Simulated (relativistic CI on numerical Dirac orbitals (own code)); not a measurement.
The 5d ions of charge 3+

These numbers are calculated, not measured: Dirac-Coulomb-Breit CI, orbitals from a KLI potential per configuration, QED by a radiative potential, valence Slater integrals scaled by 0.85 (own radial code, finite nucleus).

Each species is treated in one configuration, given outside its closed core, with all valence electrons in the open shell. Radial values are for the open shell of highest l, unscaled and averaged over j; ζ includes the Breit term. Labels give the leading LS character, summed over repeated terms.

```
 Ion  Configuration  Its lowest level  LS weight (%)    g_J  g√(J(J+1))       Next level  E (cm⁻¹)  ζ (cm⁻¹)
Hf3+             5d            2D_3/2            100  0.799        1.55           2D_5/2    3930.1      1566
Ta3+            5d2              3F_2             94  0.687        1.68             3F_3    3756.1      1980
 W3+            5d3            4F_3/2             92  0.436        0.84           4F_5/2    2906.2      2431
Re3+            5d4              5D_0             77               0.00             5D_1    2247.1      2920
Os3+            5d5            6S_5/2             90  1.959        5.80  J = 5/2 (mixed)     17552      3449
Ir3+            5d6              5D_4             84  1.456        6.51             5D_2    5376.9      4018
Pt3+            5d7            4F_9/2             85  1.297        6.45           4F_7/2    8906.6      4631
Au3+            5d8              3F_4             96  1.239        5.54    J = 2 (mixed)    7941.4      5287
Hg3+            5d9            2D_5/2            100  1.200        3.55           2D_3/2     14932      5990
```

With one configuration, terms of near-neutral atoms and ions can be 10 to 25 % off, and close levels can change places.

At low charge ζ of a weakly bound d or f electron comes out too small.
